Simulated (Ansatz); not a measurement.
`F[C@H]1C[Si@@H]1Br`, relaxed with RKS PBE-D4/def2-SVP in Ansatz 0.2.0 from a rough embedded geometry. The force threshold is 0.03 eV/Å; the program also tests the step.

Charge 0, multiplicity 1.

Start:

```xyz
9

F     1.964    0.084   -0.924
C     0.718   -0.436   -0.538
C     0.299   -0.076    0.824
Si   -0.773    0.553   -0.522
Br   -2.687   -0.462   -0.482
H     0.631   -1.474   -0.873
H     0.853    0.658    1.388
H    -0.211   -0.865    1.477
H    -0.794    2.017   -0.351
```

(1) By how much does the energy fall, and how many steps does the optimiser take? (Best estimate.)

(2) Which bonds change most? (Best estimate.)

(3) Give the relaxed structure. (An estimate is asked.)

Results:

(1) Ansatz gave: 52.32 kJ/mol, in 8 steps, 1 of them rejected.

(2) Ansatz gave: C2–Si4 from 1.789 to 1.884 Å; C2–C3 from 1.469 to 1.541 Å; Si4–Br5 from 2.168 to 2.229 Å; C3–Si4 from 1.832 to 1.873 Å.

(3) The calculation gave: 
```xyz
9

F     1.909    0.106   -0.953
C     0.718   -0.431   -0.524
C     0.306   -0.134    0.931
Si   -0.862    0.579   -0.349
Br   -2.848   -0.349   -0.753
H     0.615   -1.491   -0.830
H     0.923    0.648    1.413
H     0.100   -0.986    1.602
H    -0.861    2.058   -0.536
```
